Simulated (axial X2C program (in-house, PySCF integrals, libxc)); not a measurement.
## Worked dissociation energy of RbN⁺: CCSD, without spin–orbit coupling

Computed with an in-house all-electron X2C program for linear molecules (integrals from PySCF). Spin-free means the one-electron spin-free X2C Hamiltonian. Basis: Rb dyall-cv3z [12s13p8d4f1g], N dyall-av3z [7s7p3d2f] (cores contracted in-house); Gaussian nuclei, density fitting, unrestricted open shells. Masses: Rb 84.912 u, N 14.003 u.

Molecular state: M_S = 3/2, Λ = 0 (beyond evenly filled blocks: σα, π+α, π-α).

Correlated methods: 13 electrons correlated (number of frozen shells: Rb 3 s, 2 p, 1 d; N 1 s), 263 virtual spin orbitals or spinors in MP2, 89 natural virtuals in coupled cluster.

| Property | Result |
| --- | --- |
| E(Rb+) (2M_S = 0, M_L = 0) | -2979.211762 hartree |
| E(N) (2M_S = 3, M_L = 0) | -54.549194 hartree |
| E(RbN⁺) at Re | -3033.763323 hartree |
| ωe | 75.9 cm⁻¹ |
| ωexe | 3.8 cm⁻¹ |

(1) Work out De and D0.

One determinant describes the state; a PBE0 search over occupations chose it and may have missed a lower one. Dissociation energies refer to the lowest single-determinant-based atoms at the same level and basis. CCSD ran in a truncated set of natural virtual spinors with an MP2 remainder; without triples it tends to underbind.

The bond is weak, and without diffuse functions and with truncated virtuals even CCSD(T) can be tens of per cent off in De.

Each atomic determinant is the lowest at this level and need not be a pure term. Totals compare only within one Hamiltonian and basis.

## Answers

(1) De = -2979.211762 + (-54.549194) − (-3033.763323) = 0.00237 hartree = 0.064 eV. The zero-point energy is ωe/2 − ωexe/4 = 37 cm⁻¹ = 0.005 eV, so D0 = 0.060 eV.
